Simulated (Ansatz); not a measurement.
Calculated with Ansatz (gas phase, PBE0-D4/def2-TZVP geometries, no zero-point term in ΔE). CCSD(T)/CBS is the MP2 limit (def2-TZVPP, def2-QZVPP) plus CCSD(T) − MP2 in def2-TZVPP, frozen cores. Functionals use def2-TZVPP. Elements past krypton have def2 core potentials. For Sb outer-core shells are correlated without core-valence functions, which leaves a few kJ/mol of doubt a bond. One conformer a species, not always the lowest.

Consider the ligand exchange at the Si–C bond: `BC([SiH3])OC` + `[NH2][SbH2]` → `[SiH3][NH][SbH2]` + `BCOC`.

`BC([SiH3])OC`:

Z-matrix (Å, degrees):
```
Si
C 1 1.976
B 1 2.465 2 37.9
H 1 1.489 2 111.5 3 24.8
H 1 1.483 2 106.3 3 142.3
H 1 1.483 2 110.8 3 -97.0
O 2 1.397 1 112.0 3 -120.7
H 2 1.098 1 103.2 3 117.3
H 3 1.194 1 116.4 2 111.5
H 3 1.199 1 93.2 2 -121.7
C 7 1.403 2 114.0 1 -81.2
H 11 1.090 7 107.3 2 -178.5
H 11 1.098 7 111.2 2 -59.4
H 11 1.098 7 111.9 2 62.2
```

`[NH2][SbH2]`:

Cartesian coordinates in Å:
```
N -0.515 0.896 -0.207
Sb 0.266 -0.928 -0.665
H -0.384 1.169 0.758
H -0.121 1.620 -0.794
H 1.531 -0.998 0.503
H -0.777 -1.759 0.405
```

`[SiH3][NH][SbH2]`:

Cartesian coordinates in Å:
```
Si 0.178 0.764 -0.937
N -0.050 -0.849 -0.384
Sb -0.323 -1.424 1.541
H -1.020 1.635 -0.754
H 0.512 0.735 -2.387
H 1.290 1.380 -0.167
H -0.379 -1.535 -1.046
H -1.286 -0.081 2.014
H 1.077 -0.625 2.121
```

`BCOC`:

Cartesian coordinates in Å:
```
B 1.789 0.904 -0.123
C 0.362 0.426 0.231
O -0.130 -0.615 -0.569
C -1.423 -1.009 -0.208
H 2.420 0.420 -1.013
H 2.255 1.792 0.533
H 0.356 0.143 1.304
H -0.309 1.309 0.197
H -1.459 -1.374 0.829
H -1.723 -1.816 -0.877
H -2.140 -0.181 -0.304
```

```json
{"species": "`BC([SiH3])OC`", "PBE0 energy (Eh)": "-470.87663"}
{"species": "`[NH2][SbH2]`", "PBE0 energy (Eh)": "-297.35714"}
{"species": "`[SiH3][NH][SbH2]`", "PBE0 energy (Eh)": "-587.95424"}
{"species": "`BCOC`", "PBE0 energy (Eh)": "-180.29902"}
```

(1) Work out ΔE.

Largest T1 diagnostic among the species: 0.013.

## Answers

(1) ΔE = (-587.95424) + (-180.29902) − (-470.87663) − (-297.35714) = -0.01949 Eh = -0.53 eV. CCSD(T)/CBS gives -0.65 eV.

From PBE to PBE0 (25 % exact exchange), in def2-TZVPP and without D4, ΔE moves by −0.12 eV. In def2-TZVPP, CCSD(T) changes the Hartree–Fock value by +0.39 eV (the triples alone add +0.07 eV) and MP2 by +0.36 eV.
